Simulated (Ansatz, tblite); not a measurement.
Cost and result up the ladder for `C[Si](C)(Cl)CCCCCCCCCCCOc1ccccc1` (55 atoms). The state is a singlet with charge 0. Geometry: PBE-D4/def2-SVP.

Cartesian coordinates in Å:
```
C 2.6143 7.2756 0.6848
Si 2.6018 5.4051 0.8890
C 3.8669 4.8412 2.1644
Cl 0.6946 4.8580 1.6158
C 2.8256 4.5294 -0.7701
C 2.7067 2.9994 -0.7217
C 2.8170 2.3321 -2.0974
C 2.7476 0.7977 -2.0679
C 1.4722 0.1977 -1.4550
C 0.1741 0.6083 -2.1598
C -1.0999 0.0027 -1.5543
C -1.2115 -1.5219 -1.6856
C -2.5499 -2.1058 -1.2165
C -2.8258 -1.9348 0.2815
C -4.1084 -2.6297 0.7398
O -4.1116 -4.0323 0.4758
C -3.4105 -4.8761 1.2861
C -3.3777 -6.2272 0.8759
C -2.7051 -7.1812 1.6450
C -2.0529 -6.8106 2.8349
C -2.0855 -5.4695 3.2397
C -2.7551 -4.4977 2.4769
H 1.8317 7.6010 -0.0299
H 3.5979 7.6170 0.2998
H 2.4281 7.7823 1.6530
H 4.8940 5.0955 1.8291
H 3.6901 5.3342 3.1413
H 3.8150 3.7452 2.3202
H 3.8169 4.8332 -1.1801
H 2.0702 4.9490 -1.4720
H 1.7361 2.7333 -0.2496
H 3.4899 2.5796 -0.0501
H 2.0189 2.7378 -2.7588
H 3.7749 2.6385 -2.5733
H 3.6275 0.4093 -1.5081
H 2.8611 0.4168 -3.1072
H 1.4016 0.4746 -0.3790
H 1.5694 -0.9091 -1.4675
H 0.0797 1.7156 -2.1407
H 0.2386 0.3304 -3.2373
H -1.9865 0.4653 -2.0433
H -1.1606 0.2975 -0.4826
H -1.0524 -1.8001 -2.7513
H -0.3883 -2.0142 -1.1210
H -2.5828 -3.1897 -1.4560
H -3.3813 -1.6419 -1.7960
H -1.9613 -2.3220 0.8644
H -2.9177 -0.8592 0.5470
H -4.9754 -2.2388 0.1678
H -4.3116 -2.4342 1.8170
H -3.8963 -6.4980 -0.0554
H -2.6925 -8.2308 1.3127
H -1.5227 -7.5622 3.4380
H -1.5784 -5.1618 4.1675
H -2.7604 -3.4546 2.8202
```

Ansatz on 2 threads of AMD EPYC 7R13 on a shared host and a share (18 GiB) of an NVIDIA H100 80GB HBM3; xTB runs through tblite on one thread. Times are rough, summed over both states, and most runs start from the orbitals of an earlier one. ωB97M-V/def2-TZVP serves as the yardstick here, not as an exact answer. The other state is a doublet.

The xTB rows come from tblite. Single mean-field runs in def2-TZVP are fitted with def2-universal-jkfit. HOMO above LUMO, or a gap near zero within one spin, warns that the state may not be the lowest or that an electron is smeared out.

Raw xTB energies of ions are shifted by several eV.

```tsv
level	functions	wall time	vertical IE (eV)	difference from ωB97M-V/def2-TZVP (eV)	remarks
GFN2-xTB	131	0.27 s	12.00	3.94	–
GFN1-xTB	164	0.35 s	12.92	4.87	–
PBE-D4/def2-TZVP	892	20 s	7.49	-0.56	gap within one spin near zero (+1 doublet)
PBE0-D4/def2-TZVP (with forces)	892	33 s	7.95	-0.10	–
ωB97M-V/def2-TZVP	892	36 s	8.05	0.00	–
```
